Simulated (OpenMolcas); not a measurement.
Computed levels of 4s2 4p2 in ions with 32 electrons, in cm-1 above 3P0.

- Program: OpenMolcas
- Method: SS-CASPT2, IPEA 0.25 Eh, imaginary shift 0.1 Eh
- Basis: ANO-R2
- Scalar Hamiltonian: X2C, finite nucleus
- Spin-orbit coupling: RASSI with atomic mean-field integrals over the reference wave functions, term energies averaged over their components

Active space for each ion: 4 electrons in 8 orbitals (4s 4p 5s 5p); closed shells correlated by CASPT2: 3d.

```
Level     Ge    As+   Br3+   Kr4+
  3P1    455    880   2250   3270
  3P2   1176   2150   4980   6840
  1D2   7670  10020  15940  19120
  1S0  17100  22580  33660  39130
```

Problem. Estimate 3P2, 1D2, 1S0 for Se2+ from its neighbours As+ and Br3+.

Solution. 3P2 is fine structure, which grows about as the fourth power of a screened charge, so the fourth roots are averaged: ((2150^0.25 + 4980^0.25) / 2)^4 = 3345. The calculation gives 3450, so the estimate is off by -3.0 %; the measured value is 3937 (Moore, Atomic Energy Levels, vol. II, NSRDS-NBS 35 (1971 reprint of NBS Circular 467, 1952)).
1D2 is another term, which grows about linearly with the charge: (10020 + 15940) / 2 = 12980. The calculation gives 13070, so the estimate is off by -0.7 %; the measured value is 13032 (Moore, Atomic Energy Levels, vol. II, NSRDS-NBS 35 (1971 reprint of NBS Circular 467, 1952)).
1S0 is another term, which grows about linearly with the charge: (22580 + 33660) / 2 = 28120. The calculation gives 28390, so the estimate is off by -1.0 %.

CASPT2 breaks the degeneracy within a term, and the mean is taken; among the terms shown or strongly mixed into the levels shown the widest spread is 48 cm-1 (4s2 4p2 1D, Se2+). Over all roots computed the reference weight is 0.88 to 0.95 in Ge, 0.84 to 0.96 in As+, 0.83 to 0.96 in Se2+, 0.84 to 0.97 in Br3+, 0.85 to 0.97 in Kr4+; the roots of lowest weight are the least certain, and an intruder state may touch them. Active for correlation alone: 5p 5s; no level in the range computed is led by a configuration that fills them, so any true level of that kind is missing (holds for Ge; Se2+; Br3+; Kr4+). Terms from blocks run as CI alone lack orbitals of their own (holds for As+). The run also gave levels led by 4s 4p2 5s, 4s2 4p 5p, which use shells meant for correlation; these and all levels above them are left out (holds for As+). Computed and measured levels are paired by configuration, term and J; levels that our copy of the source lacks, or whose pairing is in doubt (as where it misses far off the trend of its configuration), stay unpaired and out of the deviations. Levels of configurations outside the active space are missing.
